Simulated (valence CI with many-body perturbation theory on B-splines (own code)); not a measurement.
# E1 transitions of Ba⁷⁺

Method: configuration interaction combined with many-body perturbation theory (CI+MBPT): three valence electrons over a frozen Dirac-Fock core [Kr] 4d10, a basis of 7 s, 7 p, 7 d, 7 f, 4 g, 2 h functions for each j, with the one-electron correlation potential Σ1, the two-electron term Σ2, the three-electron term Σ3, Breit, model QED; selected CI, second order for the rest, scaled by the run's own slope (own B-spline code, finite nucleus).

Against 62 measured levels this calculation errs by 1061 cm⁻¹ on average and by 3801 at most. These come from a selection out of Sansonetti and Curry, J. Phys. Chem. Ref. Data 39, 043103 (2010). Levels without a partner in it may be off by more, other configurations by several thousand cm⁻¹. 7 measured levels below the end of the list, from 249919 cm⁻¹ on, found no clear computed partner, and computed levels of the same name lie up to 8910 cm⁻¹ from them.

Lines 51 to 100 of 573 in falling wavelength, among levels below 535170 cm⁻¹, chosen from the strongest by gf and those to the six lowest levels. Wavelengths and rates use the calculated energies, so an error of 1000 cm⁻¹ moves a line at 1104 Å by 1.1 % and its rate by three times that or more. Electric multipoles are in the length gauge, E1 and E2 with the static RPA response of the core. Weak lines are less certain than strong ones. Lines between different terms over intervals too small for the method are left out, as are lines whose strength nearly cancels. Where a level lies close to another of its J and parity, the split of strength between their lines is uncertain. The highest levels of a list are the least certain.

Names give the largest LS component (configuration and term), which can be under half, so a name can repeat, a term be missing and a line seem to break the LS rules; names also repeat where a configuration has a term twice. Letters in brackets count levels of one name in rising energy.

```tsv
λ vac (Å)	λ from measured levels	Upper	Lower	A (s⁻¹)	S (a.u.) with core polarisation	S without
1104	1137	5s 5p 5d 4F°_7/2	4f 5s 5p 4F_9/2	2.82e+08	1.50e+00	1.66e+00
1101		5p2 5d 2F_5/2 [a]	4f 5p2 2G°_7/2 [a]	4.25e+08	1.68e+00	1.92e+00
1091		5p2 5d 2F_7/2	4f 5p2 4G°_9/2 [a]	3.74e+08	1.92e+00	2.19e+00
1089		5s2 6d 2D_3/2	5s2 6p 2P°_1/2	3.20e+09	8.15e+00	8.32e+00
1081	1095	5s 5p 5d 2F°_7/2 [b]	4f 5s 5p 2G_9/2 [b]	2.42e+08	1.21e+00	1.31e+00
1075		5p2 5d 4F_9/2	4f 5p2 4G°_11/2	4.68e+08	2.87e+00	3.27e+00
1073	1075	5s2 5d 2D_3/2	4f 5s2 2F°_5/2	1.81e+08	4.42e-01	4.56e-01
1069		5p2 5d 4F_5/2	4f 5p2 4G°_7/2	4.45e+08	1.61e+00	1.85e+00
1035		5p2 5d 2G_9/2	4f 5p2 2H°_11/2	3.17e+08	1.74e+00	1.97e+00
1019		5p2 5d 2G_7/2	4f 5p2 2H°_9/2	3.32e+08	1.39e+00	1.57e+00
973.7		4f 5p2 2G°_7/2 [a]	4f 5s 5p 2F_5/2 [b]	2.90e+08	1.06e+00	1.43e+00
967.3	961.7	5p3 2D°_5/2	5s 5p2 2P_3/2	4.53e+08	1.21e+00	1.69e+00
955.4	952.8	5s 5p2 4P_3/2	5s2 5p 2P°_3/2	1.93e+07	3.32e-02	4.52e-02
948.6		4f 5p2 4G°_9/2 [a]	4f 5s 5p 2F_7/2 [b]	3.07e+08	1.29e+00	1.75e+00
947.6		4f 5p2 4G°_11/2	4f 5s 5p 2G_9/2 [b]	3.04e+08	1.53e+00	2.09e+00
934.4	941.2	4f 5s 5p 4G_5/2	4f 5s2 2F°_5/2	2.38e+07	5.75e-02	7.73e-02
922.2		5p2 5d 2F_5/2 [b]	4f 5p2 2G°_7/2 [b]	3.88e+08	9.02e-01	1.04e+00
918.2	921.8	4f 5s 5p 4F_7/2	4f 5s2 2F°_5/2	1.94e+07	5.92e-02	7.89e-02
903.1		4f 5p2 2H°_9/2	4f 5s 5p 2G_7/2 [c]	5.36e+08	1.95e+00	2.66e+00
900.1		4f 5p2 2F°_7/2 [a]	4f 5s 5p 2F_7/2 [b]	6.58e+08	1.89e+00	2.54e+00
889.0	884.8	4f 5s 5p 4F_3/2	4f 5s2 2F°_5/2	1.26e+08	1.75e-01	2.14e-01
885.0	881.2	4f 5s 5p 4F_5/2	4f 5s2 2F°_5/2	8.89e+07	1.82e-01	2.37e-01
884.3		4f 5s 5p 2F_7/2 [a]	4f 5s2 2F°_5/2	9.30e+07	2.54e-01	3.36e-01
878.1	876.1	5s 5p2 4P_5/2	5s2 5p 2P°_3/2	1.38e+08	2.77e-01	3.78e-01
874.2		4f 5p2 2F°_5/2 [a]	4f 5s 5p 2F_5/2 [b]	6.99e+08	1.38e+00	1.82e+00
864.7	862.6	5s 5p2 4P_1/2	5s2 5p 2P°_1/2	1.41e+08	9.00e-02	1.21e-01
847.7		4f2 5p 4H°_13/2	4f2 5s 2H_11/2	2.73e+08	1.15e+00	1.51e+00
846.1		4f2 5p 2D°_5/2	4f2 5s 2F_7/2	4.86e+08	8.72e-01	1.10e+00
843.7		4f2 5p 2G°_7/2 [a]	4f2 5s 2H_9/2	4.22e+08	1.00e+00	1.26e+00
839.5		5s2 7s 2S_1/2	5s2 6p 2P°_3/2 [b]	3.35e+09	1.96e+00	1.94e+00
838.3		4f2 5p 2D°_3/2	4f2 5s 2F_5/2	1.03e+09	1.19e+00	1.50e+00
837.0		4f2 5p 4G°_11/2	4f2 5s 2H_11/2	8.23e+08	2.86e+00	3.66e+00
836.9		4f2 5p 2G°_9/2	4f2 5s 2G_7/2	3.00e+08	8.69e-01	1.14e+00
836.5		4f2 5p 2G°_9/2	4f2 5s 2G_9/2	4.96e+08	1.43e+00	1.86e+00
831.9	831.0	4f 5s 5p 2F_5/2 [a]	4f 5s2 2F°_5/2	3.45e+07	5.87e-02	7.78e-02
822.2		5s2 5g 2G_7/2	5s 5p 5d 2D°_5/2 [b]	7.47e+08	1.64e+00	1.85e+00
818.5		4f 5s 5p 2G_7/2 [a]	4f 5s2 2F°_5/2	3.79e+07	8.20e-02	1.08e-01
809.4		5s2 7s 2S_1/2	5s2 6p 2P°_3/2 [a]	1.61e+09	8.42e-01	8.28e-01
803.5		4f2 5p 4I°_9/2	4f2 5s 4H_9/2	5.71e+08	1.46e+00	1.90e+00
801.9		5s2 5g 2G_9/2	5s 5p 5d 2F°_7/2 [b]	3.58e+08	9.11e-01	7.51e-01
800.3		4f2 5p 4I°_9/2	4f2 5s 4H_7/2	1.15e+09	2.90e+00	3.80e+00
800.0		4f2 5p 2G°_7/2 [a]	4f2 5s 4F_7/2	4.77e+08	9.64e-01	1.25e+00
799.0		4f2 5p 4G°_5/2	4f2 5s 4F_5/2	6.57e+08	9.93e-01	1.29e+00
797.6		4f2 5p 2G°_7/2 [a]	4f2 5s 4F_5/2	4.05e+08	8.12e-01	1.06e+00
797.2		4f2 5p 4G°_5/2	4f2 5s 4F_3/2	1.30e+09	1.94e+00	2.54e+00
794.3		4f2 5p 4D°_7/2	4f2 5s 2G_9/2	6.96e+08	1.38e+00	1.77e+00
793.1		4f 5p2 2H°_11/2	4f 5s 5p 2G_9/2 [b]	1.05e+09	3.09e+00	4.22e+00
790.8		4f2 5p 4I°_11/2	4f2 5s 4H_11/2	1.16e+09	3.41e+00	4.44e+00
788.9		5s2 5g 2G_7/2	5s 5p 5d 2F°_5/2 [b]	1.62e+09	3.15e+00	3.47e+00
787.9	784.4	5p3 2P°_1/2	5s 5p2 2S_1/2	1.59e+09	7.65e-01	1.05e+00
```
